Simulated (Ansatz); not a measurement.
`FC1=C[SiH2]O1`, relaxed with RKS PBE-D4/def2-SVP in Ansatz 0.2.0 from a rough embedded geometry. The force threshold is 0.03 eV/Å; the program also tests the step.

Total charge 0; spin multiplicity 1.

Start:

```xyz
8

F     2.451   -0.329    0.191
C     1.121   -0.299    0.129
C     0.366    0.737   -0.261
Si   -1.087   -0.164    0.055
O     0.195   -1.192    0.403
H     0.639    1.765   -0.574
H    -1.890    0.147    1.223
H    -1.794   -0.664   -1.166
```

| step | energy (eV) | largest force (eV/Å) | largest move (Å) |
| --- | --- | --- | --- |
| 1 | -14743.5998 | 5.838 | 0.000 |
| 2 | -14744.5078 | 2.317 | 0.110 |
| 3 | -14744.7489 | 0.598 | 0.078 |
| 4 | -14744.7538 | 0.512 | 0.014 |
| 5 (rejected) | -14744.7463 | 0.535 | 0.067 |
| 6 | -14744.7669 | 0.613 | 0.033 |
| 7 | -14744.7728 | 0.039 | 0.010 |
| 8 | -14744.7729 | 0.019 | 0.003 |

End:

```xyz
8

F     2.374   -0.442    0.223
C     1.077   -0.217    0.107
C     0.393    0.896   -0.291
Si   -1.076   -0.165    0.023
O     0.278   -1.263    0.437
H     0.770    1.871   -0.610
H    -1.944    0.055    1.223
H    -1.871   -0.736   -1.112
```

Run time 13 s (2 threads of an Arm Neoverse V2 on a shared host); peak host memory 0.15 GiB.
